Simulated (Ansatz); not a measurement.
Calculated with Ansatz (gas phase, PBE0-D4/def2-TZVP geometries, no zero-point term in ΔE). CBS: MP2 limit from def2 TZ/QZ plus the TZ coupled-cluster correction, frozen cores. Each species was taken in one conformer, which may not be the lowest.

Reaction (substitution at a C–C bond): `CCCCCCCCCCC` + `C[Si](O)(F)F` → `CCO[Si](C)(F)F` + `CCCCCCCCC`

```csv
species,MP2/CBS(def2) energy (Eh)
`CCCCCCCCCCC`,-432.86326
`C[Si](O)(F)F`,-604.46625
`CCO[Si](C)(F)F`,-682.93365
`CCCCCCCCC`,-354.37343
```

(1) Work out ΔE.

Largest T1 diagnostic among the species: 0.011.

Answers

(1) ΔE = (-682.93365) + (-354.37343) − (-432.86326) − (-604.46625) = 0.02243 Eh = +14.1 kcal/mol. CCSD(T)/CBS gives +12.5 kcal/mol.

In def2-TZVPP, CCSD(T) changes the Hartree–Fock value by +2.8 kcal/mol (the triples alone add +0.2 kcal/mol) and MP2 by +4.4 kcal/mol. From PBE to PBE0 (25 % exact exchange), in def2-TZVPP and without D4, ΔE moves by +0.7 kcal/mol.
